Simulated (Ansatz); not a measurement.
Species: sum formula TaO$_{4}$H$_{3}$, net charge 0, singlet state. 
Structure (B3LYP-D3(BJ)/def2-TZVP (Ansatz, a first-principles code) minimum search):
SMILES: [O]=[Ta]([OH])([OH])[OH]
```xyz
8

Ta     0.0101     0.0075    -0.0094
O      1.1255     0.8388    -1.0427
O      0.9901    -0.9422     1.3418
H      1.9355    -1.0025     1.4945
O     -1.0177    -1.2305    -1.0574
H     -0.9866    -1.4222    -1.9972
O     -1.1595     1.2879     0.8155
H     -1.1928     2.2430     0.7286
```

Property: vertical triplet-singlet gap (E(triplet) - E(singlet); each state is the SCF solution reached for its spin; the molecule has degenerate orbitals, so one determinant may break the symmetry), in kcal/mol. Cores are frozen in the correlated levels unless marked. UHF or UKS for open shells. Spin-orbit coupling is left out. Frozen are the shells of the preceding noble gas and the d and f shells that filled before the atom's block. In def2 rows, elements after Kr have scalar-relativistic effective core potentials. 

```csv
level,program,vertical triplet-singlet gap (kcal/mol)
HF/def2-SVPD,Ansatz,107.7
HF/def2-QZVPPD,Ansatz,108.9
RI-HF/def2-TZVPPD,Ansatz,109.0
PBE/def2-TZVPD,Ansatz,147.5
r2SCAN/def2-TZVPD,Ansatz,149.2
B3LYP/def2-TZVPD,Ansatz,147.6
B2PLYP/def2-TZVPD,Ansatz,155.4
RI-MP2/def2-QZVPPD,Ansatz,169.7
CCSD/def2-SVPD,Ansatz,147.8
```
